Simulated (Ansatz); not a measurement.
`[Cl][V]([Cl])([Cl])[Cl]`, charge 0, multiplicity 2.

(1) Give a relaxed structure at PBE0-D4/def2-TZVP (the Gaussian-basis code of Ansatz). (Estimate.)

## Answers

(1) Ansatz gave: 
Cartesian coordinates in Å:
```
Cl -0.7398 0.2801 1.9709
V 0.0000 0.0000 0.0000
Cl 1.9045 0.9364 -0.0789
Cl 0.1525 -2.0677 -0.4599
Cl -1.3172 0.8512 -1.4321
```
Point group D2d.
